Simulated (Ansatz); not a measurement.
Two isomers of CH6AlFSSi: A = `F[CH]([SiH3])[AlH][SH]`, B = `C[S][Al]([F])[SiH3]`.

Gas-phase electronic energies from Ansatz, PBE0-D4/def2-TZVP geometries. CBS: MP2 limit from def2 TZ/QZ plus the TZ coupled-cluster correction, frozen cores. Functionals use def2-TZVPP. B3LYP here is the variant with VWN-RPA as its local correlation; programs differ in this. Each species was taken in one conformer, which may not be the lowest.

A:

Z-matrix (Å, degrees):
```
C
Si 1 1.888
Al 1 1.981 2 114.4
F 1 1.414 2 109.2 3 123.1
H 1 1.100 2 107.3 3 -121.0
H 2 1.489 1 107.0 3 61.1
H 2 1.487 1 110.1 3 -57.1
H 2 1.486 1 111.7 3 -178.6
S 3 2.172 1 116.5 2 117.8
H 3 1.579 1 122.7 2 -61.3
H 9 1.347 3 91.2 1 1.2
```

B:

```xyz
11

C     1.5922    0.3635    1.3258
S    -0.0136    0.4493    2.1838
Al   -1.4021    0.0415    0.5731
F    -2.9999    0.0551    0.9883
Si   -0.8234   -0.4166   -1.7579
H     1.4878    0.0842    0.2775
H     2.0744    1.3380    1.3873
H     2.2117   -0.3784    1.8276
H     0.6307   -0.6802   -1.9419
H    -1.1849    0.7479   -2.6131
H    -1.5730   -1.6042   -2.2505
```

(1) Which is lower in electronic energy at CCSD(T)/CBS, and by how much? (An estimate is asked.)

(2) Give E(B) − E(A) in kJ/mol with MP2/def2-TZVPP, PBE-D4, r2SCAN-D4, CCSD/def2-TZVPP, CCSD(T)/def2-TZVPP, HF/def2-TZVPP, B3LYP-D4. (Best estimate.)

Largest T1 diagnostic: 0.013.

## Answers

(1) Computed: B, by 259.0 kJ/mol.

(2) Computed: MP2/def2-TZVPP -262.4, PBE-D4 -250.5, r2SCAN-D4 -252.8, CCSD/def2-TZVPP -255.4, CCSD(T)/def2-TZVPP -255.3, HF/def2-TZVPP -251.9, B3LYP-D4 -248.7. None reverses the order clearly.

In def2-TZVPP, CCSD(T) changes the Hartree–Fock value by −3.4 kJ/mol (the triples alone add +0.1 kJ/mol) and MP2 by −10.4 kJ/mol. From PBE to PBE0 (25 % exact exchange), in def2-TZVPP and without D4, E(B) − E(A) moves by −4.1 kJ/mol.
